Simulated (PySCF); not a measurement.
How the method changes the constants of BI⁻

State: ²Π (doublet), unpaired electrons π ↑. Set-up: PySCF, scalar-relativistic core potentials, basis sets B def2-SVPD, I def2-SVPD with ECP28. De refers to B + I⁻ in their high-spin ground configurations, without counterpoise correction. The functionals are run spin-unrestricted. A positive dipole points towards I; it is taken about the centre of mass and depends on that origin. Levels whose curve was spin-contaminated or gave no clean fit are not listed.

```csv
Level,Re (Å),ωe (cm⁻¹),De (eV),μ (D),"CPU s a point (SCF and correlation, without the integrals)"
UHF,2.701,157,n/a,3.58,0.21
UHF-MP2,2.414,294,0.77,n/a,0.37
UHF-SCS-MP2,2.449,271,0.66,n/a,n/a
LDA,2.316,374,1.67,5.79,0.49
PBE,2.381,338,1.33,5.56,0.73
BP86,2.399,327,1.24,5.49,0.5
r²SCAN,2.397,325,1.22,5.56,1
PBE0,2.383,332,1.16,5.48,1.1
LC-ωPBE,2.371,330,0.97,5.59,0.95
B2PLYP,2.430,293,0.87,5.11,0.78
```

The bond length runs from 2.316 Å (LDA) to 2.701 Å (UHF). De spans 0.66 eV (UHF-SCS-MP2, perturbation theory) to 1.67 eV (LDA, local density).

Correlated steps freeze 5 core orbitals. Correlated levels converge slowly with the basis: in double zeta they bind strong bonds too weakly, by up to about 1 eV, and carry superposition errors of some tenths. Spin–orbit coupling is left out, which matters for elements this heavy, above all for dissociation energies. For an ion De counts to the pair picked by the measured ionisation energies or electron affinities, which need not be the lowest pair at this level. The highest Kohn–Sham level is positive in this anion. Much of that is self-interaction error, but it also means that the finite basis helps to hold the extra electron. B2PLYP dipoles, levels and charges come from its SCF part alone. The state was picked by a PBE0 search and need not be the measured ground state.

The whole job (state search and all levels along the bond) took about 2.9 min on 1 thread of Arm Neoverse V1 (shared host), peak memory 0.78 GiB.
